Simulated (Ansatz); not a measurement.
`C=C[SiH](O)F` + `F[SiH3]` → `C=C[SiH](F)[SiH2]F` + H₂O  (formal exchange of groups at the Si–O bond)

Isolated molecules relaxed with PBE0-D4/def2-TZVP in Ansatz; ΔE leaves out vibrations. CBS: MP2 limit from def2 TZ/QZ plus the TZ coupled-cluster correction, frozen cores. This one scheme is used for every species. Functionals use def2-TZVPP. Each species was taken in one conformer, which may not be the lowest.

| species | PBE0 energy (Eh) |
| --- | --- |
| `C=C[SiH](O)F` | -543.60328 |
| `F[SiH3]` | -391.01879 |
| `C=C[SiH](F)[SiH2]F` | -858.19576 |
| H₂O | -76.38081 |

**Question.** Work out ΔE.

**Answer.** ΔE = (-858.19576) + (-76.38081) − (-543.60328) − (-391.01879) = 0.04550 Eh = +119.5 kJ/mol. CCSD(T)/CBS gives +131.2 kJ/mol.

Largest T1 diagnostic among the species: 0.012.

From PBE to PBE0 (25 % exact exchange), in def2-TZVPP and without D4, ΔE moves by +7.9 kJ/mol. The D4 term adds −5.5 kJ/mol with B3LYP and −3.4 kJ/mol with PBE0; it sums over pairs of atoms, weighted by their polarisabilities, and B3LYP, whose exchange is more repulsive, gets the larger term.

B3LYP here is the variant with VWN-RPA as its local correlation; programs differ in this.
